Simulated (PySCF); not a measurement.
**Polarisability and C₆ of Pd⁺ (palladium, charge +1)**

[Kr] 4d8 5s1, high-spin 4F determinant (an excited configuration). Computed with PySCF 2.14 in aug-cc-pVTZ-DK (9s8p6d3f2g, 102 functions), with scalar relativity by spin-free X2C-1e. Coupled (time-dependent) response in atomic units; α is the mean over directions.

| method | mean α (bohr³) | C₆ (like pair) | S(−4) |
| --- | --- | --- | --- |
| PW91 | 25.44 | 165.4 | 400.4 |

S(−4) is the Cauchy moment in α(ω) = α(0) + S(−4) ω² + …

Spin-orbit coupling is absent.

α(iu) at PW91:

```
u (hartree)  α(iu) (bohr³)
          0          25.44
     0.0500          24.49
      0.100          22.15
      0.200          16.75
      0.300          12.79
      0.500          8.476
      0.750          5.922
       1.00          4.498
       1.50          2.911
       2.00          2.050
       3.00          1.170
       5.00         0.5202
```

For an ion, C₆ is the dispersion term alone; charge-induced terms of lower order in 1/R come first.
